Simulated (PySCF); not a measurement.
**Two-photon absorption: `CCC(C)(C)OC=O`, C₆H₁₂O₂**

Geometry:
```tsv
atom	x (Å)	y (Å)	z (Å)
C1	-1.933	0.447	0.617
C2	-0.669	-0.312	0.985
C3	0.285	-0.604	-0.180
C4	-0.387	-1.404	-1.284
C5	1.539	-1.318	0.308
O6	0.655	0.639	-0.851
C7	1.302	1.610	-0.223
O8	1.666	1.628	0.920
H9	-2.602	-0.140	-0.029
H10	-2.500	0.713	1.522
H11	-1.698	1.383	0.088
H12	-0.928	-1.286	1.435
H13	-0.108	0.244	1.750
H14	-0.783	-2.348	-0.881
H15	-1.215	-0.838	-1.732
H16	0.335	-1.638	-2.079
H17	1.272	-2.322	0.669
H18	2.022	-0.765	1.123
H19	2.257	-1.433	-0.518
H20	1.467	2.443	-0.941
```

Computed with PySCF 2.14.0, TDDFT CAM-B3LYP/aug-cc-pVDZ excited states, vertical, gas phase. Geometry: PBE0-D3(BJ)/def2-SVP.

Q: Give the one- and two-photon strengths of the lowest singlets.

A: δ for parallel linear polarisation; σ at the peak of a Lorentzian of half width 0.1 eV, single beam; Ω is circular over linear.
```
state  E (eV)      f  photon λ (nm)  δ (au)  σ (GM)     Ω                                    main
   S1    5.73  0.002            433    0.33    0.00  1.50      HOMO→LUMO+4 0.60, HOMO→LUMO+8 0.21
   S2    7.43  0.018            334     108    2.18  0.63        HOMO→LUMO 0.39, HOMO→LUMO+1 0.20
   S3    7.85  0.014            316    44.4    1.00  1.36        HOMO→LUMO+1 0.33, HOMO→LUMO 0.21
   S4    7.95  0.135            312    18.4    0.42  0.75  HOMO−1→LUMO+4 0.47, HOMO−1→LUMO+8 0.11
   S5    8.05  0.003            308      15    0.36  0.24      HOMO→LUMO+2 0.30, HOMO−1→LUMO 0.25
   S6    8.10  0.012            306    50.5    1.22  0.81      HOMO−1→LUMO 0.50, HOMO→LUMO+2 0.24
```

Among these, the strongest one-photon state is S4, the strongest two-photon state S2, with a dipole change of 6.0 D (relaxed, norm of the difference vector).
